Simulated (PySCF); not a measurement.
The dipole of `N#CC(=O)C1=CC=CC=C1` from its density and from atomic charges.

Coordinates (PBE0-D3(BJ)/def2-TZVP, Å) and charges (e) from the PBE0/pcSseg-2 density (PySCF):

```csv
atom,x,y,z,Mulliken,IAO,Hirshfeld,ESP-fitted
N1,3.434,1.470,1.230,-0.1142,-0.1938,-0.1803,-0.3956
C2,2.821,0.662,0.688,-0.0184,+0.0965,+0.0838,+0.2973
C3,2.057,-0.388,-0.018,+0.4032,+0.3543,+0.1712,+0.3614
O4,2.657,-1.311,-0.508,-0.3489,-0.3744,-0.1987,-0.3921
C5,0.599,-0.206,-0.059,+0.0699,-0.0623,-0.0187,+0.0817
C6,-0.172,-1.171,-0.707,-0.0873,-0.1189,-0.0274,-0.1082
C7,-1.543,-1.027,-0.765,-0.0022,-0.1467,-0.0382,-0.1209
C8,-2.151,0.078,-0.177,+0.0195,-0.1225,-0.0250,-0.1277
C9,-1.388,1.039,0.469,-0.0105,-0.1483,-0.0399,-0.0645
C10,-0.012,0.900,0.530,-0.0883,-0.1315,-0.0317,-0.2508
H11,0.328,-2.021,-1.156,+0.0398,+0.1792,+0.0606,+0.1358
H12,-2.146,-1.774,-1.267,+0.0350,+0.1653,+0.0620,+0.1396
H13,-3.229,0.188,-0.225,+0.0371,+0.1654,+0.0630,+0.1423
H14,-1.865,1.898,0.925,+0.0359,+0.1658,+0.0623,+0.1341
H15,0.592,1.647,1.033,+0.0295,+0.1719,+0.0568,+0.1676
```

Task: Form Σ q r in debye for every column and set it beside the full dipole.

Result: The full density gives (-5.09, -0.23, -0.66) D, 5.14 D in size; dipole vectors point from the negative to the positive end.

| scheme | μx | μy | μz | size (D) | share of the full size (%) | angle to the full dipole (°) |
| --- | --- | --- | --- | --- | --- | --- |
| Mulliken | -3.55 | 0.50 | -0.07 | 3.59 | 70 | 12 |
| IAO | -4.88 | 0.61 | -0.14 | 4.92 | 96 | 11 |
| Hirshfeld | -3.82 | -0.10 | -0.45 | 3.85 | 75 | 1 |
| ESP-fitted | -5.10 | -0.21 | -0.65 | 5.15 | 100 | 0 |

Task: Which set comes closest?

Result: Length of the difference vector: ESP-fitted 0.02 D, IAO 1.00 D, Hirshfeld 1.29 D, Mulliken 1.80 D. Closest: ESP-fitted. The schemes that divide the density aren't constrained to reproduce the dipole.

Task: What is left for the Hirshfeld atoms' own dipoles?

Result: The shares of the density sum to the whole, so what Σ q r misses lies in dipoles about the nuclei. The atomic dipoles sum to (-5.09, -0.23, -0.66) − (-3.82, -0.10, -0.45) = (-1.27, -0.13, -0.21) D, 1.29 D in size.

Task: With the origin at the mean of the coordinates, (-0.001, -0.001, -0.001) Å, which are the largest single terms, by size, of the ESP-fitted dipole along the direction of the full one?

Result: N1 +6.89, O4 +4.73, C2 -4.16, C3 -3.51, H13 +2.20 D; all 15 atoms together +5.15 D. The single terms depend on the origin, their sum doesn't.

Task: Give the size of the full dipole in other units.

Result: 5.14 D = 2.020 au = 1.069 e·Å = 17.13 × 10⁻³⁰ C·m.

The structure is a single PBE0-D3(BJ)/def2-TZVP conformer in the gas phase; no vibrational or solvent corrections.

Conformer computed: `[N:1]#[C:2][C:3](=[O:4])[c:5]1[cH:6][cH:7][cH:8][cH:9][cH:10]1`: C2–C3–C5–C6 180°.
